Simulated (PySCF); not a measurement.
# Ge¹⁹⁺: ionisation energy

Ge¹⁹⁺ [Ne] 3s2 3p1 [3p1/2^1, M_J = 1/2] → Ge²⁰⁺ [Ne] 3s2, as a difference of total energies. Computed with PySCF 2.14 in an even-tempered Gaussian basis (19 s from 2.1 bohr⁻², ratio 2.4; 13 p from 2.7 bohr⁻², ratio 2.4; 5 d from 10 bohr⁻², ratio 2.6; 4 f from 15 bohr⁻², ratio 2.6), with the two-component X2C-1e Hamiltonian. Correlated levels: 1s2 frozen; the 52 highest virtual spinors dropped. "Screened" scales the spin-orbit matrix elements by Boettger's factors to mimic the two-electron term; Breit and QED terms are absent.

Question: Order these methods by the ionisation energy they give, lowest first.
A. GMP2 (spin-free)
B. GHF (spin-free)
C. GMP2 (screened spin-orbit)
D. GHF (screened spin-orbit)

Answer: B (743.63 eV), A (744.06 eV), D (748.36 eV), C (748.81 eV).

Breit and QED terms and the two-electron picture change are absent.

The spin-free rows lack the spin-orbit shift.

For comparison: 744 ± 3 eV (semi-empirical (NIST evaluation); NIST Atomic Spectra Database, ionization energies).
